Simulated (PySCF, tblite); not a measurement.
Compound: C₃H₁₂OSi₂.
Z-matrix (Å and degrees, GFN2-xTB geometry), rows numbered from 1:
```
O 
C   1  1.4106
C   2  1.5219  1  107.17
C   3  1.5258  2  111.76  1    68.12
Si  4  1.9123  3  112.77  2   -50.46
Si  4  1.9017  3  110.17  2  -176.96
H   1  0.9618  2  110.15  3  -167.82
H   2  1.0984  1  110.71  3   119.69
H   2  1.0999  1  110.03  3  -120.36
H   3  1.0916  2  107.48  1   -52.48
H   3  1.0933  2  108.76  1  -169.25
H   4  1.0963  3  107.43  2    66.67
H   5  1.4667  4  112.38  3    81.20
H   5  1.4749  4  105.25  3  -165.62
H   5  1.4559  4  112.36  3   -48.77
H   6  1.4643  4  110.38  3    67.94
H   6  1.4698  4  109.30  3   -51.27
H   6  1.4631  4  110.08  3  -170.39
```

Computed, not measured: CAM-B3LYP/def2-SVPD in PySCF (dipole) on a GFN2-xTB geometry, gas phase.

Take the most abundant isotopes and a rigid rotor. The values belong to one conformer with, in the numbering `[OH:1][CH2:2][CH2:3][CH:4]([SiH3:5])[SiH3:6]`, H–O1–C2–C3 -168°, O1–C2–C3–C4 68°, C2–C3–C4–Si5 -50°.

Give the principal moments of inertia and the rotational constants in GHz.

Ia = 155.21, Ib = 343.63, Ic = 462.16 u·Å²; 505379 MHz·u·Å²/I gives 3256, 1471 and 1094 MHz, that is A = 3.2560, B = 1.4707, C = 1.0935 GHz.

What kind of rotor is it?

An asymmetric top. Ray's parameter κ = (2B − A − C)/(A − C) = -0.651; −1 is the prolate and +1 the oblate limit.

What does the inertial defect say?

Not planar: Δ = Ic − Ia − Ib = -36.69 u·Å². For a rigid frame Δ = −2 Σ m c², so Σ m c² = 18.34 u·Å² lies off the ab plane: 11.59 from hydrogen and 6.76 from heavier atoms. The atom farthest from that plane is 1.58 Å away.

Give the coordinates in the principal-axis frame, origin at the centre of mass.

The sense of each axis is arbitrary; atoms in the order of the calculation.
```csv
atom,mass (u),a (Å),b (Å),c (Å)
O1,15.995,2.323,0.027,-0.406
C2,12.000,1.827,1.150,0.289
C3,12.000,0.363,1.306,-0.095
C4,12.000,-0.490,0.166,0.453
Si5,27.977,0.231,-1.559,0.048
Si6,27.977,-2.290,0.355,-0.132
H7,1.008,3.182,-0.227,-0.056
H8,1.008,1.913,1.004,1.375
H9,1.008,2.399,2.047,0.012
H10,1.008,0.310,1.318,-1.186
H11,1.008,0.004,2.271,0.272
H12,1.008,-0.494,0.255,1.545
H13,1.008,1.300,-1.948,0.973
H14,1.008,-0.862,-2.510,0.324
H15,1.008,0.589,-1.694,-1.357
H16,1.008,-2.382,0.141,-1.578
H17,1.008,-2.758,1.716,0.168
H18,1.008,-3.149,-0.598,0.571
```

List the rotational levels J(Ka,Kc) to J = 5 (cm⁻¹).

Above 0(0,0):
J = 1: 1(0,1) 0.0855, 1(1,1) 0.1451, 1(1,0) 0.1577
J = 2: 2(0,2) 0.2548, 2(1,2) 0.3036, 2(1,1) 0.3413, 2(2,1) 0.5200, 2(2,0) 0.5218
J = 3: 3(0,3) 0.5045, 3(1,3) 0.5402, 3(1,2) 0.6156, 3(2,2) 0.7766, 3(2,1) 0.7853, 3(3,1) 1.1068, 3(3,0) 1.1070
J = 4: 4(0,4) 0.8305, 4(1,4) 0.8541, 4(1,3) 0.9788, 4(2,3) 1.1173, 4(2,2) 1.1421, 4(3,2) 1.4521, 4(3,1) 1.4532, 4(4,1) 1.9102, 4(4,0) 1.9102
J = 5: 5(0,5) 1.2298, 5(1,5) 1.2439, 5(1,4) 1.4283, 5(2,4) 1.5410, 5(2,3) 1.5940, 5(3,3) 1.8844, 5(3,2) 1.8888, 5(4,2) 2.3419, 5(4,1) 2.3420, 5(5,1) 2.9308, 5(5,0) 2.9308

Predict some low-J microwave lines.

The dipole components are |μa| = 2.00 D, |μb| = 1.65 D, |μc| = 1.19 D. Intensities carry the squares of the components, which stand as 1.00 : 0.68 : 0.35 (a : b : c). Some lines, for components of 0.1 D or more:

| type | branch | J(Ka,Kc) | MHz | lower level (cm⁻¹) |
| --- | --- | --- | --- | --- |
| c | Q | 3(1,3) ← 3(0,3) | 1073 | 0.504 |
| a | Q | 2(1,1) ← 2(1,2) | 1132 | 0.304 |
| a | R | 1(0,1) ← 0(0,0) | 2564 | 0.000 |
| b | R | 2(0,2) ← 1(1,1) | 3289 | 0.145 |
| b | R | 1(1,1) ← 0(0,0) | 4350 | 0.000 |
| c | R | 1(1,0) ← 0(0,0) | 4727 | 0.000 |
| a | R | 2(1,2) ← 1(1,1) | 4751 | 0.145 |
| b | Q | 3(2,1) ← 3(1,2) | 5088 | 0.616 |
| b | Q | 2(2,1) ← 2(1,2) | 6488 | 0.304 |
| b | Q | 3(2,2) ← 3(1,3) | 7085 | 0.540 |
| a | R | 3(1,3) ← 2(1,2) | 7095 | 0.304 |
| a | R | 3(0,3) ← 2(0,2) | 7485 | 0.255 |
| c | R | 2(1,1) ← 1(0,1) | 7668 | 0.086 |
| a | R | 3(2,1) ← 2(2,0) | 7901 | 0.522 |
| b | Q | 3(3,1) ← 3(2,2) | 9901 | 0.777 |
| c | R | 3(1,2) ← 2(0,2) | 10815 | 0.255 |
| b | R | 2(2,1) ← 1(1,0) | 10862 | 0.158 |
| c | R | 2(2,1) ← 1(1,1) | 11239 | 0.145 |
| b | R | 3(2,2) ← 2(1,1) | 13049 | 0.341 |
| c | R | 3(2,2) ← 2(1,2) | 14180 | 0.304 |
| b | R | 3(2,1) ← 2(1,2) | 14442 | 0.304 |
| b | R | 3(3,1) ← 2(2,0) | 17540 | 0.522 |

Its GFN2-xTB frequencies are all real (lowest 58 cm⁻¹). Constants of a rigid frame at the computed geometry: no zero-point averaging, no centrifugal distortion. A rigid rotor knows nothing of internal rotation, which can split or shift real lines.
